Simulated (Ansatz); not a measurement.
Geometry optimisation, RHF/def2-SVP in Ansatz 0.2.0.

input.yaml

```yaml
crystal:
  periodic: [false, false, false]
  atoms:
    - { symbol: B, position_ang: [0.090254, -0.715652, -0.153534] }
    - { symbol: "N", position_ang: [-0.480918, 0.828092, 2.056744] }
    - { symbol: H, position_ang: [-1.384174, 1.133062, 2.377471] }
    - { symbol: H, position_ang: [0.208772, 1.248632, 2.655901] }
    - { symbol: C, position_ang: [1.453556, 0.022074, -0.508497] }
    - { symbol: H, position_ang: [1.970311, -0.542807, -1.293435] }
    - { symbol: H, position_ang: [1.276547, 1.026961, -0.893624] }
    - { symbol: H, position_ang: [2.141891, 0.097506, 0.334635] }
    - { symbol: C, position_ang: [-1.249832, -0.358423, -0.929968] }
    - { symbol: H, position_ang: [-2.129944, -0.902116, -0.577021] }
    - { symbol: H, position_ang: [-1.455424, 0.711025, -0.859929] }
    - { symbol: H, position_ang: [-1.124308, -0.588743, -1.994254] }
    - { symbol: "N", position_ang: [0.077771, -1.890659, 0.771438] }
    - { symbol: H, position_ang: [-0.825709, -2.325739, 0.826173] }
    - { symbol: Si, position_ang: [1.342625, -2.78856, 1.555057] }
    - { symbol: H, position_ang: [1.132126, -4.242353, 1.342508] }
    - { symbol: H, position_ang: [2.669179, -2.407266, 1.029616] }
    - { symbol: H, position_ang: [1.350896, -2.570282, 3.026794] }
    - { symbol: H, position_ang: [-0.427519, -0.189451, 2.185425] }
basis:
  gaussian: { orbitals: def2-SVP }
hamiltonian:
  xc: hf
relax:
  f_tol: 0.03
  max_steps: 50
output:
  orbitals: {}
```

Run as:

```bash
$ ansatz run input.yaml --threads 4 --pin off --max-ram 5120MiB --backend cpu --events-out ev --progress --plain --runs-dir out
```

Where does it end, and by what steps?

It converged. The force dipped under the threshold on the way, but the program's further checks kept it going. After 19 steps the energy has fallen by 0.231 eV; H19 moved furthest, 0.84 Å.

| step | energy less start (eV) | largest force component (eV/Å) | accepted |
| --- | --- | --- | --- |
| 0 | 0.0000 | 1.365 | yes |
| 1 | -0.1255 | 0.762 | yes |
| 2 | -0.1544 | 0.503 | yes |
| 3 | -0.1794 | 0.354 | yes |
| 4 | -0.1861 | 0.324 | yes |
| 5 | -0.1923 | 0.207 | yes |
| 6 | -0.1972 | 0.163 | yes |
| 7 | -0.2011 | 0.153 | yes |
| 8 | -0.2029 | 0.370 | yes |
| 9 | -0.2090 | 0.215 | yes |
| 10 | -0.2178 | 0.078 | yes |
| 11 | -0.2193 | 0.231 | yes |
| 12 | -0.2247 | 0.075 | yes |
| 13 | -0.2277 | 0.024 | yes |
| 14 | -0.2279 | 0.162 | yes |
| 15 | -0.2294 | 0.048 | yes |
| 16 | -0.2299 | 0.013 | yes |
| 17 | -0.2306 | 0.025 | yes |
| 18 | -0.2306 | 0.115 | no |
| 19 | -0.2310 | 0.015 | yes |

```xyz
19
Properties=species:S:1:pos:R:3
B 0.124 -0.939 -0.312
N -0.662 1.086 2.409
H -1.512 1.469 2.786
H 0.079 1.731 2.627
C 1.449 -0.061 -0.437
H 1.926 -0.272 -1.402
H 1.210 1.005 -0.430
H 2.198 -0.241 0.338
C -1.185 -0.492 -1.102
H -1.966 -1.256 -1.141
H -1.601 0.388 -0.602
H -0.951 -0.191 -2.128
N 0.117 -2.141 0.455
H -0.748 -2.649 0.447
Si 1.384 -2.857 1.412
H 0.869 -4.149 1.927
H 2.613 -3.108 0.624
H 1.762 -2.012 2.572
H -0.470 0.234 2.906
```

Whether the end is a true minimum wasn't checked by a vibrational analysis.

The run took 38 s on 4 threads of Arm Neoverse V1, on a shared host, peak memory 0.43 GiB.
